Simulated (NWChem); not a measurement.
System: C4H5FO; SMILES F[C@@H](C=C)C=O

```xyz
11

C     -0.8663     2.0137    -0.2774
C     -0.8430     0.8087     0.2874
C      0.3920    -0.0312     0.3998
F      1.4821     0.5921    -0.1449
C      0.1901    -1.3621    -0.3124
O     -0.6113    -2.1803     0.0374
H      0.0445     2.4632    -0.6808
H     -1.7942     2.5862    -0.3441
H     -1.7461     0.3402     0.6929
H      0.6027    -0.2535     1.4641
H      0.8572    -1.4948    -1.2039
```
Atoms are numbered in this order, from 1.

The geometry was optimised at PBE0/def2-SVP.

### Question
Give the principal values of the shielding tensors (ppm) of C1, C2, C3, F4, C5 from KT2/pcSseg-1, GIAO (NWChem), with their diamagnetic and paramagnetic parts as GIAO splits them.

### Answer
```csv
atom,σ11,σ22,σ33,isotropic,diamagnetic,paramagnetic
C1,-33.9,70.2,175.3,70.5,255.8,-185.3
C2,-46.4,70.4,137.5,53.8,258.1,-204.3
C3,73.4,76.8,108.6,86.3,246.6,-160.3
F4,361.8,404.4,428.1,398.1,476.5,-78.4
C5,-86.1,-9.0,67.2,-9.3,251.3,-260.6
```
